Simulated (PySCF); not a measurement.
Potential energy of SiSb along the bond

Set-up: PySCF, scalar-relativistic core potentials, basis sets Si def2-TZVPP, Sb def2-TZVPP with ECP28. Energies in eV from Si + Sb in their ground configurations at the same level. All curves are PBE0. state 1: ²Π (doublet), unpaired electrons π ↑; state 2: ²Σ⁺ (doublet), unpaired electrons σ ↑, a second solution, started from another occupation; state 3: ⁴Π (quartet), unpaired electrons π ↑↑↑, a second solution, started from another occupation; state 4: Ms = 0.5 determinant of mixed spin (⟨S²⟩ near 1.8), unpaired electrons π ↑↑↓, a mixture of terms (⟨Lz²⟩ = 3.0), a second solution, started from another occupation.

```tsv
R (Å)	state 1	state 2	state 3	state 4
2.044	-1.508	-2.015	1.326	1.670
2.139	-2.230	-2.456	0.214	0.553
2.234	-2.628	-2.618	-0.548	-0.215
2.306	-2.769	-2.609	-0.945	-0.616
2.377	-2.809	-2.520	-1.227	-0.901
2.448	-2.771	-2.373	-1.416	-1.094
2.543	-2.634	-2.140	-1.558	-1.239
2.662	-2.389	-1.831	-1.604	-1.290
2.805	-2.065	-1.463	-1.533	-1.222
2.995	-1.636	-1.007	-1.312	-1.003
```

Task: Put a parabola through the three lowest points of the state 1 curve and estimate Re, k and ωe (reduced mass 22.72 u; 1 eV/Å² = 0.16022 mdyn/Å; ωe = 1302.8·√(k/μ) cm⁻¹).

Result: Through R = 2.306, 2.377, 2.448 Å the second-order coefficient is 7.74 eV/Å², so Re ≈ 2.378 Å, k ≈ 2.48 mdyn/Å and ωe ≈ 430 cm⁻¹. A polynomial fit of higher order to the unrounded PBE0 energies gives Re = 2.374 Å, k = 2.49 mdyn/Å, ωe = 431 cm⁻¹; anharmonicity and rounding make the difference.

The higher-order fit for each curve: state 1: Re = 2.374 Å, ωe = 431 cm⁻¹, De = 2.81 eV; state 3: Re = 2.651 Å, ωe = 294 cm⁻¹, minimum 1.60 eV below the ground-state fragments; state 4: Re = 2.655 Å, ωe = 294 cm⁻¹, minimum 1.29 eV below the ground-state fragments. State 2 gave no clean fit.

⟨S²⟩ of the unrestricted solution departs from its pure value on part of the curve, where spin states mix. Spin–orbit coupling is left out, which matters for elements this heavy, above all for dissociation energies. The state is the lowest determinant that a PBE0 search found; another state may lie lower at other levels.
